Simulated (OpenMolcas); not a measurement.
An OpenMolcas run meant for F+ (ANO-RCC-VTZP, DKH3; inactive shells 1s 2s; intended active space 4 electrons in 3 orbitals (2p)). One step of its input:

```
&RASSCF
FileOrb=start.orb
Symmetry=2
Spin=3
nActEl=4 0 0
Inactive=2 0
Ras2=0 3
CIRoot=3 3 1
SDav=3
CIMx=300
Iter=98 100
PrWF=0.3
OrbListing=Nothing
MaxOrb=0
Atom
>>> COPY $Project.JobIph JOB001
```

Lines from the output:

```
...
      Number of secondary orbitals              25
      Spin quantum number                      1.0
      State symmetry                             2
Orbital specifications:
      -----------------------

      Symmetry species                           1   2
                                                ag  au
      Frozen orbitals                            0   0
      Inactive orbitals                          2   0
      Active orbitals                            0   3
      RAS1 orbitals                              0   0
      RAS2 orbitals                              0   3
      RAS3 orbitals                              0   0
      Secondary orbitals                        12  13
      Deleted orbitals                           0   0
      Number of basis functions                 14  16
      Number of CSFs                             0
      Number of root(s) required                 3
 ************ ERROR ***********
  You can't ask for more roots
  than there are configurations
 ******************************
--- Stop Module: rasscf at  /rc=_RC_INPUT_ERROR_ ---
.####################.
.# User input error #.
.####################.
```

What is wrong with the input?

The state symmetry names the wrong parity for these configurations.
